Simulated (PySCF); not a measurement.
B(H)3 cation (BH₃), SMILES B (connectivity only; charge and spin as stated), charge +1, multiplicity 2. Atoms are numbered in the order given.

```xyz
4

B      0.0000     0.0000    -0.1173
H      0.0000    -0.7164     0.9381
H      0.0000     0.0000    -1.2899
H      0.0000     0.7164     0.9381
```
Charge +1, spin multiplicity 2.

The structure is a stationary point at r2SCAN-D4/def2-TZVPD. The multiplicity is an assumed one; other spin states were not compared. The isomer is the one that the SMILES or the coordinates give; other isomers of the formula were not compared.

Two levels are set side by side: PBE/pcH-1 (PySCF) and PBE0/pcH-1 (PySCF). Contact hyperfine couplings, same geometry. Differences are taken from unrounded values.

```csv
quantity,PBE0,PBE,PBE minus PBE0
"A(iso) of 11B, atom B1 (MHz)",-26.1,-12.4,13.7
"A(iso) of 1H, atom H2 (MHz)",607.6,600.7,-6.9
"A(iso) of 1H, atom H3 (MHz)",-57.7,-55.7,2.0
"A(iso) of 1H, atom H4 (MHz)",607.6,600.7,-6.9
```

Rough cost on one machine, each run with all the roots and properties that it gave: PBE0 against PBE within a factor of 2.
